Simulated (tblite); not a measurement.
Compound: C6H7FO2 (charge +1 and doublet state).
Z-matrix (Å and degrees, GFN2-xTB geometry), rows numbered from 1:
```
C 
C   1  1.5203
C   2  1.5511  1  108.49
O   3  1.1780  2  126.42  1    53.73
C   3  1.5151  2  108.56  1  -124.89
C   5  1.5057  3  107.30  2    11.39
O   6  1.1740  5  127.43  3   164.03
C   2  1.5095  1  115.18  3  -120.42
F   8  1.3572  2  112.20  1  -135.67
H   1  1.0885  2  110.03  3   -52.48
H   1  1.0914  2  109.10  3  -172.42
H   1  1.0901  2  112.76  3    68.68
H   2  1.1000  1  110.57  3   114.37
H   5  1.1017  3  109.25  2  -106.90
H   5  1.0972  3  112.83  2   136.55
H   8  1.0983  2  115.85  1   -11.11
```

Computed with GFN2-xTB (tblite): harmonic, unscaled wavenumbers at the GFN2-xTB geometry, gas phase. Errors from tens to a few hundred cm⁻¹ against measured bands are possible. One conformer, not necessarily the lowest. Open shells enter through the occupations alone, without spin polarisation, and single modes of such species can be off by tens of per cent.

Harmonic wavenumbers (cm⁻¹): 29.2, 58.2, 192.8, 198.0, 230.2, 266.2, 357.9, 428.4, 444.3, 539.9, 552.3, 561.2, 607.7, 737.8, 771.5, 851.9, 917.5, 938.5, 964.7, 984.1, 1000.2, 1058.3, 1075.2, 1103.0, 1129.8, 1135.2, 1192.7, 1211.4, 1271.2, 1311.0, 1374.3, 1380.5, 1435.6, 1835.1, 1879.4, 2880.6, 2892.9, 2905.1, 2943.9, 2991.4, 3017.6, 3045.5.

A = 2266, B = 1466, C = 1117 MHz; mass 130.043 u (most abundant isotopes); point group C1, symmetry number 1; spin multiplicity 2.

Task: What is the zero-point energy?

Result: Half the sum of the wavenumbers: 25351 cm⁻¹ = 303.27 kJ/mol.

Task: What is S at 200 K and 1 bar for an ideal gas of classical rigid rotors and harmonic oscillators?

Result: Translation 161.27, rotation 115.73, vibration 67.90, spin (R ln 2) 5.76: S = 350.7 J/(mol K).

Task: And Cp and H(200 K) − H(0)?

Result: Cp = 105.46 J/(mol K), of which vibrations give 72.21 (their classical limit is 42 R = 349.2); H(200 K) − H(0) = 13.70 kJ/mol without the zero-point energy, 7.05 from vibrations.

Task: Blend soft modes into free rotors: weight 1/[1 + (100 cm⁻¹/ν̃)⁴] for the oscillator and the rest for a rotor with moment μB/(μ + B), μ = h/(8π²ν), B = 10⁻⁴⁴ kg m². What vibrational entropy results?

Result: 59.59 J/(mol K) in place of 67.90, which changes −T·S at 200 K by +1.66 kJ/mol.

Task: What must be added to the electronic energy to get the Gibbs energy at 200 K and 1 bar?

Result: ZPE + [H(200 K) − H(0)] − T·S = 303.27 + 13.70 − 70.13 = 246.84 kJ/mol.

Hindered rotation and anharmonicity are outside this model. Other conformers, if any are populated, would add a mixing term that is left out. The structure is chiral; the term R ln 2 for an equal mix with its mirror image is left out.
